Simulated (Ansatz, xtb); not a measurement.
Species: fluoro thiohypofluorite, SF₂, charge 0, multiplicity 1. 
Geometry from a B3LYP-D3(BJ)/def2-TZVP (Ansatz, a quantum-chemistry and plane-wave program) optimisation:
SMILES: S(F)F
```xyz
3

F     -1.2130    -0.5047     0.0161
S     -0.0057     0.5532     0.0075
F      1.2232    -0.4788    -0.0294
```

Harmonic wavenumbers from GFN2-xTB (xtb, at its own minimum), cm⁻¹: 272, 672, 724.

### Question
Give the harmonic wavenumbers at B3LYP-D3(BJ)/def2-TZVP (Ansatz, finite differences of forces, unscaled).

### Answer
343, 795, 826 cm⁻¹. Zero-point energy 2.8 kcal/mol.

### Question
From these and the geometry, give the ideal-gas thermochemistry at 298.15 K and 1 atm (rigid rotor, harmonic oscillator).

### Answer
Point group C2v, rotational symmetry number 2. Rotational constants 26.61, 8.96, 6.703 GHz. S(trans) 38.66, S(rot) 21.45, S(vib) 1.59, S(elec, spin only) 0.00, S 61.7 cal/(mol K). H(298) - H(0) 2.70 kcal/mol; G - E(el) -12.9 kcal/mol.
